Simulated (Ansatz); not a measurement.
Consider the redistribution: `[OH][Mg][Cl]` + `[SH][SnH2][SeH]` → `[OH][Mg][SH]` + `[Cl][SnH2][SeH]`.

Computed with Ansatz on PBE0-D4/def2-TZVP structures; ΔE is electronic, products minus reactants. CBS: MP2 limit from def2 TZ/QZ plus the TZ coupled-cluster correction, frozen cores. DFT in def2-TZVPP. def2 core potentials past Kr. For Mg, Se, Sn outer-core shells are correlated without core-valence functions, which leaves a few kJ/mol of doubt a bond. Scalar relativity is left out up to krypton. Each species was taken in one conformer, which may not be the lowest.

**Question.** Is it downhill or uphill in electronic energy at CCSD(T)/CBS, and by how much? (Estimate.)

**Answer.** The calculation gave: Uphill: ΔE = +36.8 kJ/mol.

**Question.** What do these levels give: PBE-QIDH, r2SCAN, CAM-B3LYP, HF/def2-TZVPP, MP2/def2-TZVPP, CCSD/def2-TZVPP? (An estimate is asked.)

**Answer.** The calculation gave: PBE-QIDH 37.6, r2SCAN 36.5, CAM-B3LYP 34.9, HF/def2-TZVPP 36.7, MP2/def2-TZVPP 39.0, CCSD/def2-TZVPP 37.2 kJ/mol.

Largest T1 diagnostic among the species: 0.011.

Leaving LDA and LC-ωPBE aside and taking each functional with its dispersion term where it has one, the values, not all of them listed here, spread over 4.8 kJ/mol, from B97M-V to r2SCAN0-D4. From BLYP to BHLYP (50 % exact exchange), in def2-TZVPP and without D4, ΔE moves by +3.2 kJ/mol.
